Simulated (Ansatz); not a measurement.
Geometry optimisation, UKS CAM-B3LYP/def2-SVP in Ansatz.

The input (input.yaml):

```yaml
crystal:
  periodic: [false, false, false]
  atoms:
    - { symbol: "N", position_ang: [-0.89298, 1.19604, -0.62875] }
    - { symbol: Al, position_ang: [0.68726, 0.45715, -0.21824] }
    - { symbol: C, position_ang: [1.25136, -0.39819, 1.47039] }
    - { symbol: Si, position_ang: [0.37919, -1.85703, 1.19106] }
    - { symbol: H, position_ang: [-1.09351, 1.64047, -1.51793] }
    - { symbol: H, position_ang: [-1.67488, 1.3843, -0.01223] }
    - { symbol: H, position_ang: [1.64329, 0.73898, -1.40894] }
    - { symbol: H, position_ang: [-0.29973, -3.16171, 1.12463] }
magnetization:
  spin_polarized: true
basis:
  gaussian: { orbitals: def2-SVP }
hamiltonian:
  xc: cam_b3lyp
relax:
  f_tol: 0.02
  max_steps: 50
```

Command:

```bash
$ ansatz run input.yaml --threads 2 --pin off --max-ram 3072MiB --backend cpu --events-out ev --progress --plain --runs-dir out
```

Q: Where does it end, and by what steps?

A: It converged. After 16 steps the energy has fallen by 0.711 eV; C3 moved furthest, 1.37 Å. Parted: Al2–Si4.

```csv
step,energy less start (eV),largest force component (eV/Å),accepted
0,0.0000,2.329,yes
1,-0.2117,1.141,yes
2,-0.3402,0.525,yes
3,-0.4257,0.461,yes
4,-0.4958,0.403,yes
5,-0.5559,0.430,yes
6,-0.6105,0.323,yes
7,-0.6476,0.167,yes
8,-0.6656,0.580,yes
9,-0.6756,0.234,yes
10,-0.6886,0.222,yes
11,-0.6992,0.154,yes
12,-0.7057,0.144,yes
13,-0.7073,0.297,yes
14,-0.7105,0.064,yes
15,-0.7111,0.023,yes
16,-0.7112,0.016,yes
```

```xyz
8
Properties=species:S:1:pos:R:3
N -0.862 1.546 -0.714
Al 0.573 0.530 -0.532
C 0.529 -1.069 0.518
Si -0.067 -2.265 1.486
H -0.894 2.401 -1.259
H -1.769 1.366 -0.296
H 1.905 0.967 -1.256
H 0.584 -3.474 2.053
```

Whether the end is a true minimum wasn't checked by a vibrational analysis.

The run took 90 s on 2 threads of Arm Neoverse V1, on a shared host, peak memory 0.27 GiB.
